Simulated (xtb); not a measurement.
H₉Si₄, doublet, from a rough starting geometry; GFN2-xTB (xtb).

xtb was given this input:
```
$ xtb mol.xyz --gfn 2 --uhf 1 --opt vtight --json

# file mol.xyz
13

Si     0.03844766     2.42829099     0.16966294
Si    -0.03011394     0.23403531    -0.50746225
Si    -1.81979829    -1.06269193     0.12075984
Si     2.01805624    -0.77620323    -0.03655141
H     -0.69164782     3.52280215    -0.55806586
H     -0.11269821     2.80726969     1.60258261
H     -0.04652796     0.33055917    -1.94196049
H     -2.41277083    -1.89709634    -0.99574546
H     -2.94870611    -0.23221415     0.59353080
H     -1.54381453    -1.96821693     1.29703058
H      1.80618843    -2.22146487     0.51594756
H      2.83790825    -0.93650199    -1.19044376
H      2.79229102    -0.07292216     0.95978929
```

It wrote (shortened):

```
   ID    Z sym.   atoms
    1   14 Si     1-4
    2    1 H      5-13

           -------------------------------------------------
          |                Calculation Setup                |
           -------------------------------------------------

           -------------------------------------------------
          |                 G F N 2 - x T B                 |
           -------------------------------------------------

          ...................................................
          :                      SETUP                      :
          :.................................................:
          :  # basis functions                  49          :
          :  # atomic orbitals                  45          :
          :  # shells                           21          :
          :  # electrons                        25          :
          :  max. iterations                   250          :
          :  Hamiltonian                  GFN2-xTB          :
          :  restarted?                      false          :
          :  GBSA solvation                  false          :
          :  PC potential                    false          :
          :  electronic temp.          300.0000000     K    :
          :  accuracy                    1.0000000          :
          :  -> integral cutoff          0.2500000E+02      :
          :  -> integral neglect         0.1000000E-07      :
          :  -> SCF convergence          0.1000000E-05 Eh   :
          :  -> wf. convergence          0.1000000E-03 e    :
          :  Broyden damping             0.4000000          :
          :  net charge                          0          :
          :  unpaired electrons                  1          :
          ...................................................

 iter      E             dE          RMSdq      gap      omega  full diag
   1    -11.3704379 -0.113704E+02  0.541E+00    2.22       0.0  T
   2    -11.4938078 -0.123370E+00  0.354E+00    1.42       1.0  T
   3    -11.4981966 -0.438875E-02  0.202E+00    1.84       1.0  T
   4    -11.4967100  0.148658E-02  0.154E+00    1.55       1.0  T
   5    -11.5001503 -0.344028E-02  0.560E-01    1.70       1.0  T
   6    -11.5002395 -0.891921E-04  0.446E-01    1.69       1.0  T
   7    -11.5003966 -0.157100E-03  0.208E-01    1.71       1.0  T
   8    -11.5004408 -0.442600E-04  0.943E-02    1.73       1.0  T
   9    -11.5004456 -0.477598E-05  0.330E-02    1.74       1.0  T
[...]
 * total energy  :   -11.4121828 Eh     change       -0.3696438E-06 Eh
 * total energy  :   -11.4121833 Eh     change       -0.4247175E-06 Eh
 * total energy  :   -11.4121837 Eh     change       -0.3996163E-06 Eh
 * total energy  :   -11.4121842 Eh     change       -0.5725522E-06 Eh
 * total energy  :   -11.4121853 Eh     change       -0.1099175E-05 Eh
 * total energy  :   -11.4121864 Eh     change       -0.1090265E-05 Eh
 * total energy  :   -11.4121870 Eh     change       -0.5468827E-06 Eh
 * total energy  :   -11.4121874 Eh     change       -0.3926912E-06 Eh
 * total energy  :   -11.4121876 Eh     change       -0.2406557E-06 Eh
 * total energy  :   -11.4121878 Eh     change       -0.1888790E-06 Eh
 * total energy  :   -11.4121879 Eh     change       -0.1187602E-06 Eh
 * total energy  :   -11.4121880 Eh     change       -0.6595813E-07 Eh
   *** GEOMETRY OPTIMIZATION CONVERGED AFTER 81 ITERATIONS ***
         :: total energy             -11.412187976018 Eh    ::
[...]
    11   1 H        0.918    -0.134     6.920     4.114
    12   1 H        0.919    -0.134     6.908     4.111
    13   1 H        0.918    -0.151     7.723     4.346

 Mol. C6AA /au·bohr⁶  :       4488.340929
 Mol. C8AA /au·bohr⁸  :     203482.153190
 Mol. α(0) /au        :        124.719958

Wiberg/Mayer (AO) data.
largest (>0.10) Wiberg bond orders for each atom

 ---------------------------------------------------------------------------
     #   Z sym  total        # sym  WBO       # sym  WBO       # sym  WBO
 ---------------------------------------------------------------------------
     1  14 Si   3.015 --     2 Si   1.053     5 H    0.895     6 H    0.894
     2  14 Si   3.854 --     1 Si   1.053     7 H    0.879     3 Si   0.840
                             4 Si   0.834
     3  14 Si   3.693 --     9 H    0.898    10 H    0.895     8 H    0.894
                             2 Si   0.840
     4  14 Si   3.674 --    12 H    0.901    11 H    0.899    13 H    0.899
                             2 Si   0.834
     5   1 H    0.990 --     1 Si   0.895
     6   1 H    0.988 --     1 Si   0.894
     7   1 H    0.974 --     2 Si   0.879
     8   1 H    0.986 --     3 Si   0.894
     9   1 H    0.981 --     3 Si   0.898
    10   1 H    0.979 --     3 Si   0.895
    11   1 H    0.981 --     4 Si   0.899
    12   1 H    0.982 --     4 Si   0.901
    13   1 H    0.977 --     4 Si   0.899
 ---------------------------------------------------------------------------

Topologies differ in total number of bonds
Writing topology from bond orders to xtbtopo.mol

molecular dipole:
                 x           y           z       tot (Debye)
 q only:       -0.013       0.547      -0.260
   full:       -0.085      -0.086      -0.033       0.320
molecular quadrupole (traceless):
                xx          xy          yy          xz          yz          zz
 q only:       -3.512       0.855       2.107      -0.660      -1.019       1.406
  q+dip:       -2.148      -0.107       0.441      -0.026       1.004       1.707
   full:       -1.439      -0.172      -1.112       0.036       0.907       2.551

optimized geometry written to: xtbopt.xyz

           -------------------------------------------------
          | TOTAL ENERGY              -11.412187976018 Eh   |
          | GRADIENT NORM               0.000067854212 Eh/α |
          | HOMO-LUMO GAP               2.005990059257 eV   |
           -------------------------------------------------
```
